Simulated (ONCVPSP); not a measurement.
# Building the ONCV potential for Ti (Z = 22) (revPBE, scalar-relativistic).

ONCVPSP 4.0.1 input, shortened (lines: element, Z, core and valence counts, functional; n l f; lmax; l rc ep ncon nbas qcut; lloc lpopt rc5 dvloc0; l nproj debl; icmod fcfact rcfact), revPBE, scalar-relativistic:

```
  Ti 22.00    3    4  -102130      upf
    1    0    2.00
    2    0    2.00
    2    1    6.00
    3    0    2.00
    3    1    6.00
    3    2    2.00
    4    0    1.00
    2
    0    1.34    0.00    5    9   10.50
    1    1.30    0.00    4    9   10.30
    2    1.88    0.00    3    8    9.30
    4    5    1.16    0.00
    0    2    1.20
    1    2    3.40
    2    2    2.40
    0    0.00    0.00
```

Poles of the logarithmic derivatives, all-electron (AE) and pseudo (PS). s: poles at -1.2 (AE) and -1.2 (PS) Ha. p: poles at 0.0 (AE) and 0.0 (PS) Ha. d: poles at 0.1, 4.7 (AE) and 0.1, 4.7 (PS) Ha. Test radii: s 1.36, p 1.32, d 1.90 bohr.

- Cutoffs needed: 37 Ha and 44 Ha (the cutoffs (Ha) at which the residual kinetic energy of the hardest occupied pseudo-wave falls to 1 and 0.1 mHa per electron)
- Ghost test: no bound ghost flagged; no localised positive-energy state flagged
- Largest excitation error: +65 meV (all-electron minus pseudo) for 3s2 3p6 3d1 4s0, out of 4 test configurations
